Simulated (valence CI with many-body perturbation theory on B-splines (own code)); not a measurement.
## Questions on Os³⁷⁺

Calculated by valence CI with perturbative core correlation (CI+MBPT): three valence electrons over a frozen Dirac-Fock core [Kr], radial functions for each j: 9 s, 9 p, 10 d, 8 f, 5 g, 3 h, 1 i, with the one-electron correlation potential Σ1 (screened to all orders), the two-electron term Σ2, the three-electron term Σ3, Breit, model QED; selected single and double excitations, second order for the rest (own B-spline code, finite nucleus).

No measured spectrum was set against this ion. As an estimate, large intervals hold to a few tenths of a per cent, small ones and those within an open d or f shell to about a per cent. Only levels of the ground parity were solved; by the run's estimate the other parity begins above the list, which can be wrong where configurations are misplaced.

Levels are named by their leading jj configuration (3d3/2^4 stands for four electrons in 3d with j = 3/2), which in mixed levels can hold well under half, so a name can repeat and another be missing.

Rates and lifetimes use the calculated energies. Strong lines usually hold to 10 to 20 %, long lifetimes can be off by a factor of two.

(1) What is the ground level?

(2) Name the longest-lived excited levels whose lifetime is computed, and their main decay.

(3) What is the ionisation energy?

(4) How well does LS coupling describe the low levels?

Answers

(1) (4d3/2^3) J=3/2, composition 48 % 4d³ ⁴F + 37 % 4d³ ²D + 10 % 4d³ ²P, g = 0.699.

(2) (4d3/2^2 4d5/2) J=9/2 at 178620 cm⁻¹ lives 9.53 s, mostly by M1 to (4d3/2^2 4d5/2) J=7/2.

(3) 1662.3 eV; NIST lists 1660 ± 4 eV (theoretical).

(4) Among the lowest 19 levels the leading LS term, summed over configurations, holds 57 % on average. For single configurations the figures are 57 % in LS and 97 % in jj coupling. Terms mix most in the J = 3/2 level at 163450 cm⁻¹, where the leading one holds 39 %.
